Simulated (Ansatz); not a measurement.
Ansatz (a first-principles code) input:

Ansatz 0.2 input:
```yaml
crystal:
  periodic: [false, false, false]
  atoms:
    - {symbol: Si, position_ang: [-0.01680561, 0.12840628, -0.24353818]}
    - {symbol: C, position_ang: [1.81960161, 0.26792306, -0.66782924]}
    - {symbol: C, position_ang: [-1.04053428, -1.11336395, -1.23458381]}
    - {symbol: C, position_ang: [-0.89206561, 1.70202289, 0.32984262]}
    - {symbol: N, position_ang: [0.11012713, -0.84133762, 1.48857626]}
    - {symbol: H, position_ang: [1.95501280, 0.78674536, -1.61304788]}
    - {symbol: H, position_ang: [2.29578416, -0.70427227, -0.77497728]}
    - {symbol: H, position_ang: [2.37645023, 0.82976277, 0.07874988]}
    - {symbol: H, position_ang: [-1.23838960, -0.73270082, -2.23285577]}
    - {symbol: H, position_ang: [-2.00788836, -1.31179653, -0.77874495]}
    - {symbol: H, position_ang: [-0.53028539, -2.06585972, -1.35957174]}
    - {symbol: H, position_ang: [-1.86840127, 1.49920625, 0.76461206]}
    - {symbol: H, position_ang: [-1.05792812, 2.37237620, -0.50895979]}
    - {symbol: H, position_ang: [-0.31092138, 2.25733063, 1.06270817]}
    - {symbol: H, position_ang: [0.64341052, -0.30570392, 2.17127404]}
    - {symbol: H, position_ang: [0.57209517, -1.74165049, 1.37255666]}
    - {symbol: H, position_ang: [-0.81269126, -1.01483562, 1.88320450]}
basis:
  gaussian:
    orbitals: def2-TZVP
hamiltonian:
  xc: b3lyp
  dispersion: d3bj
total_charge: 1
relax: {f_tol: 0.002, max_steps: 150}
```

**Question.** Which total energy does the run end on?

**Answer.** -465.75476 Eh (B3LYP-D3(BJ)/def2-TZVP). The basis has 233 functions. The run takes about 2.4 core-minutes (a rough figure).

It need not be the lowest isomer of its formula.
